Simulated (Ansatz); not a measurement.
`F[SiH2][InH2]`, relaxed with RKS PBE0-D4/def2-TZVP in the Gaussian-basis code of Ansatz from a GFN2-xTB geometry. The force threshold is 0.005 eV/Å; the program also tests the step.

Total charge 0; spin multiplicity 1. In takes the def2 core potential.

Start:

```xyz
7

F    -1.361   -1.243    1.061
Si    0.179   -0.770    0.857
In   -0.011    0.949   -1.080
H     0.515   -0.231    2.182
H     0.871   -2.041    0.608
H    -1.206    0.948   -2.386
H     1.013    2.388   -1.241
```

```tsv
step	energy (eV)	largest force (eV/Å)	largest move (Å)
1	-15829.7893	0.853	0.000
2	-15829.8757	0.712	0.195
3	-15829.9064	0.556	0.139
4	-15829.9139	0.574	0.033
5	-15829.9223	0.390	0.045
6	-15829.9302	0.094	0.122
7	-15829.9331	0.018	0.081
8 (rejected)	-15829.9306	0.193	0.196
9 (rejected)	-15829.9330	0.066	0.088
10	-15829.9343	0.012	0.043
11	-15829.9356	0.067	0.099
12	-15829.9358	0.091	0.042
13	-15829.9365	0.077	0.025
14	-15829.9366	0.080	0.026
15	-15829.9369	0.008	0.012
16	-15829.9369	0.004	0.011
17	-15829.9369	0.003	0.010
18	-15829.9370	0.002	0.007
```

End:

```xyz
7

F    -1.328   -1.573    0.942
Si    0.047   -0.739    0.833
In   -0.040    0.980   -1.091
H     0.265   -0.087    2.155
H     1.143   -1.732    0.645
H    -1.424    1.166   -2.104
H     1.337    1.985   -1.380
```

It took 43 s on 2 threads of an Arm Neoverse V2 on a shared host, with 0.3 GiB of host memory at the peak.
